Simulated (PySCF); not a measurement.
## Spin-rotation constants: `O=C1C=C(C(F)(F)F)CC1`, C6H5F3O

Molfile (atoms numbered from 1):
```
C6H5F3O
     RDKit          3D

 15 15  0  0  0  0  0  0  0  0999 V2000
    2.5607    1.6494    0.0365 O   0  0  0  0  0  0  0  0  0  0  0  0
    1.6142    0.9092    0.0336 C   0  0  0  0  0  0  0  0  0  0  0  0
    0.1901    1.2915   -0.0910 C   0  0  0  0  0  0  0  0  0  0  0  0
   -0.5755    0.2018   -0.0548 C   0  0  0  0  0  0  0  0  0  0  0  0
   -2.0689    0.1588   -0.1504 C   0  0  0  0  0  0  0  0  0  0  0  0
   -2.4790   -0.5720   -1.2026 F   0  0  0  0  0  0  0  0  0  0  0  0
   -2.6212   -0.4089    0.9367 F   0  0  0  0  0  0  0  0  0  0  0  0
   -2.6224    1.3685   -0.2796 F   0  0  0  0  0  0  0  0  0  0  0  0
    0.1964   -1.0715    0.0966 C   0  0  0  0  0  0  0  0  0  0  0  0
    1.6517   -0.6056    0.1565 C   0  0  0  0  0  0  0  0  0  0  0  0
   -0.1343    2.3112   -0.1943 H   0  0  0  0  0  0  0  0  0  0  0  0
    0.0024   -1.7352   -0.7490 H   0  0  0  0  0  0  0  0  0  0  0  0
   -0.1142   -1.5990    1.0012 H   0  0  0  0  0  0  0  0  0  0  0  0
    2.2556   -1.0137   -0.6537 H   0  0  0  0  0  0  0  0  0  0  0  0
    2.1401   -0.8763    1.0924 H   0  0  0  0  0  0  0  0  0  0  0  0
  1  2  2  0
  2  3  1  0
  3  4  2  0
  4  5  1  0
  5  6  1  0
  5  7  1  0
  5  8  1  0
  4  9  1  0
  9 10  1  0
 10  2  1  0
  3 11  1  0
  9 12  1  0
  9 13  1  0
 10 14  1  0
 10 15  1  0
M  END
```

Method: GIAO B3LYP/pcSseg-1 magnetisability, rotational g tensor and spin-rotation constants, non-relativistic, gas phase (PySCF). Geometry: GFN2-xTB.

Q: Give the nuclear spin-rotation constants along the inertial axes (H = +C I·J) beside the isotropic shieldings.

A: Rotational constants 2.8749, 0.8170, 0.7216 GHz. A star marks the isotopologue with that one atom substituted, in its own axes.
```
atom  isotope  Caa (kHz)  Cbb (kHz)  Ccc (kHz)  mean (kHz)  σ (ppm)
  F6      19F      4.186      1.050      0.788       2.008    248.1
  F7      19F      4.182      1.049      0.788       2.006    248.2
  F8      19F      4.363      0.749      0.885       1.999    258.1
 H11       1H     -0.287      0.088     -0.093      -0.097     25.3
 H12       1H     -0.287     -0.046     -0.020      -0.117     29.0
 H13       1H     -0.287     -0.046     -0.020      -0.117     29.0
 H14       1H     -0.253     -0.062     -0.018      -0.111     29.3
 H15       1H     -0.253     -0.062     -0.018      -0.111     29.3
  O1     17O*     -2.935     -0.572     -0.024      -1.177   -319.2
  C2     13C*      1.464      0.426      0.208       0.700    -28.7
  C3     13C*      1.203      0.351      0.122       0.558     39.5
  C4     13C*      1.569      0.351      0.134       0.685      8.1
  C5     13C*      0.962      0.251      0.230       0.481     47.3
  C9     13C*      0.490      0.132      0.120       0.247    152.4
 C10     13C*      0.568      0.125      0.133       0.275    144.1
```
For the geometry as given, no vibrational averaging.
